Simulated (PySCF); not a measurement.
## Correlation energy of F²⁺ (fluorine, charge +2)

[He] 2s2 2p3, high-spin 4S determinant. Computed with PySCF 2.14 in cc-pVDZ-DK, with scalar relativity by spin-free X2C-1e. Frozen: 1s2; 5 electrons correlated.

MP2 pair energies summed by pair of shells (mhartree):

```tsv
pair	energy	share (%)
2s-2p	-46.35	67.7
2p-2p	-15.19	22.2
2s-2s	-6.96	10.2
```

Total MP2 correlation energy: -68.50 mhartree.

Same-spin part -17.49 and opposite-spin part -51.01 mhartree; SCS-MP2 scales them by 1/3 and 6/5 to -67.05 mhartree.

```json
{"level": "CCSD", "correlation energy (mhartree)": "-82.11"}
{"level": "(T)", "correlation energy (mhartree)": "-0.38"}
{"level": "CCSD(T)", "correlation energy (mhartree)": "-82.49"}
```

Diagnostics: T1 = 0.0028, D1 = 0.0048, largest double amplitude 0.033.

Cost of the coupled-cluster step: 0.03 s of wall time on 1 thread of AMD EPYC 9R45 96-Core Processor (shared host), for 5 correlated electrons.
